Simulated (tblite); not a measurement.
Compound: C6H6F2O.
Atom-mapped SMILES: `[CH3:1][C:2]1=[C:3]([F:4])[O:5][C:6]([F:7])=[CH:8][CH2:9]1` (hydrogens: H10, H11, H12 on C1; H13 on C8; H14, H15 on C9)

Computed with GFN2-xTB (tblite), gas phase: Langevin dynamics at 400 K from the optimised GFN2-xTB geometry, time step 0.5 fs, friction 0.01 fs⁻¹, 2000 steps.

Start geometry:
```
atom  x, y, z in Å
C1     -2.101   -0.205    0.102
C2     -0.640    0.102    0.026
C3     -0.170    1.339   -0.022
F4     -0.952    2.425   -0.007
O5      1.137    1.726   -0.093
C6      2.020    0.699   -0.111
F7      3.268    1.169   -0.178
C8      1.735   -0.590   -0.070
C9      0.314   -1.068    0.005
H10    -2.314   -0.776    1.006
H11    -2.397   -0.812   -0.753
H12    -2.691    0.706    0.112
H13     2.530   -1.313   -0.091
H14     0.169   -1.679    0.905
H15     0.087   -1.714   -0.852
```

The statistics below take the 31 frames saved every 25 fs from 250 to 1000 fs; their kinetic temperature (all 3N coordinates) averages 437 K.

Q: Give the mean, spread and extremes of the bond lengths.

A: 
```tsv
bond	start (Å)	mean (Å)	standard deviation (Å)	shortest (Å)	longest (Å)
C1–C2	1.495	1.493	0.037	1.423	1.573
C2=C3	1.324	1.332	0.033	1.275	1.403
C3–F4	1.339	1.346	0.026	1.291	1.407
C3–O5	1.365	1.372	0.031	1.314	1.457
O5–C6	1.354	1.363	0.035	1.277	1.433
C6–F7	1.335	1.334	0.026	1.291	1.394
C6=C8	1.320	1.326	0.019	1.281	1.367
C8–C9	1.501	1.494	0.029	1.442	1.565
C2–C9	1.510	1.538	0.031	1.474	1.607
C1–H10	1.090	1.094	0.033	1.033	1.165
C1–H11	1.090	1.095	0.039	1.017	1.168
C1–H12	1.086	1.098	0.034	1.049	1.161
C8–H13	1.076	1.078	0.026	1.003	1.129
C9–H14	1.097	1.098	0.035	1.035	1.167
C9–H15	1.097	1.105	0.027	1.050	1.155
```

Q: Give the same statistics for bond angles, one of each kind among heavy atoms.

A: 
| angle | start (°) | mean (°) | standard deviation (°) | smallest (°) | largest (°) |
| --- | --- | --- | --- | --- | --- |
| C1–C2–C3 | 122.7 | 123.0 | 5.0 | 115.5 | 134.6 |
| C1–C2–C9 | 117.3 | 118.3 | 4.9 | 110.2 | 128.3 |
| C3–C2–C9 | 119.9 | 117.1 | 3.5 | 108.5 | 123.7 |
| C2–C3–F4 | 123.3 | 122.7 | 3.1 | 117.0 | 128.8 |
| C2–C3–O5 | 127.4 | 127.3 | 2.8 | 121.7 | 133.0 |
| F4–C3–O5 | 109.3 | 109.5 | 2.9 | 104.5 | 114.9 |
| C3–O5–C6 | 114.1 | 113.9 | 4.8 | 102.7 | 125.2 |
| O5–C6–F7 | 110.0 | 110.5 | 3.8 | 102.9 | 120.4 |
| O5–C6–C8 | 126.8 | 125.2 | 3.3 | 118.3 | 131.6 |
| F7–C6–C8 | 123.1 | 123.4 | 2.8 | 118.6 | 129.3 |
| C6–C8–C9 | 121.1 | 120.5 | 3.2 | 111.9 | 126.4 |
| C2–C9–C8 | 110.6 | 110.2 | 4.1 | 101.5 | 120.1 |

Q: How far does each atom move about its mean position (frames aligned on the start, all atoms weighted alike), and what rms force does it feel?

A: 
| atom | rms displacement (Å) | rms force (eV/Å) |
| --- | --- | --- |
| C1 | 0.16 | 2.25 |
| C2 | 0.15 | 2.77 |
| C3 | 0.20 | 2.44 |
| F4 | 0.27 | 0.99 |
| O5 | 0.29 | 1.86 |
| C6 | 0.09 | 2.03 |
| F7 | 0.27 | 1.11 |
| C8 | 0.15 | 1.91 |
| C9 | 0.16 | 2.23 |
| H10 | 0.61 | 1.17 |
| H11 | 0.38 | 1.35 |
| H12 | 0.61 | 1.20 |
| H13 | 0.37 | 1.10 |
| H14 | 0.36 | 1.18 |
| H15 | 0.35 | 1.03 |

The displacements run from 0.09 to 0.61 Å.

Q: How widely does the potential energy scatter, against a harmonic estimate?

A: Mean 0.77 eV above the start, standard deviation 0.177 eV, range 0.49 to 1.16 eV. For 39 classical harmonic modes at 400 K the canonical values are 39kT/2 = 0.67 eV and kT·√(39/2) = 0.152 eV.

The run is classical and short, so these are rough statistics of one trajectory.

The cost below is that of the whole dynamics run. On Intel Xeon at 2.50 GHz, one thread, on a shared host, this took 37 s of wall time and 0.18 GiB of memory at its peak.
